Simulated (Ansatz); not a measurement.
Born–Oppenheimer molecular dynamics of ClGaH5NO (9 atoms, charge 0, multiplicity 1). It starts at the highest image of a converged band, a first-order saddle point between two minima.

Method: RKS B3LYP-D4/def2-SVP (Ansatz).

```
ensemble                      : NVE (velocity Verlet)
time step                     : 0.5 fs
steps asked                   : 200
starting velocities drawn for : 300 K
seed                          : 9920
```

First frame:

```xyz
9
Properties=species:S:1:pos:R:3
Ga 0.153 0.338 0.009
O -0.191 -0.012 1.954
H -1.060 -0.362 2.201
H 1.465 -0.299 -0.522
Cl -1.768 0.053 -1.001
N 0.123 2.103 0.889
H 0.984 2.644 0.975
H -0.626 2.735 0.603
H -0.162 1.160 1.853
```

(1) How far do the bonds stretch over the last three quarters of this one trajectory? (Pairs bonded in most of those frames.)

Answers

(1) 
```json
{"bond": "Ga1–O2", "mean (Å)": "2.252", "spread (Å)": "0.114", "shortest": "2.00", "longest": "2.36"}
{"bond": "Ga1–H4", "mean (Å)": "1.557", "spread (Å)": "0.028", "shortest": "1.51", "longest": "1.60"}
{"bond": "Ga1–Cl5", "mean (Å)": "2.195", "spread (Å)": "0.039", "shortest": "2.14", "longest": "2.26"}
{"bond": "Ga1–N6", "mean (Å)": "1.885", "spread (Å)": "0.047", "shortest": "1.81", "longest": "1.97"}
{"bond": "O2–H3", "mean (Å)": "0.971", "spread (Å)": "0.003", "shortest": "0.96", "longest": "0.98"}
{"bond": "O2–H9", "mean (Å)": "0.992", "spread (Å)": "0.026", "shortest": "0.95", "longest": "1.06"}
{"bond": "N6–H7", "mean (Å)": "1.025", "spread (Å)": "0.040", "shortest": "0.96", "longest": "1.09"}
{"bond": "N6–H8", "mean (Å)": "1.021", "spread (Å)": "0.024", "shortest": "0.97", "longest": "1.07"}
```

Pairs bonded in part of these frames only: Ga1–O2 76 %.

Mean temperature of the second half: 223 K. The conserved energy stayed within 0.35 meV per atom of its start (net change 0.17 meV per atom), so the integration is sound. A run of 0.1 ps of so small a system gives no equilibrium averages. The orbitals stay closed-shell, which can raise the energy where a bond breaks towards radicals; this wasn't checked here.

Run time: 8.8 min on 2 threads of Arm Neoverse V1, with other jobs on the host, peak memory 0.23 GiB.
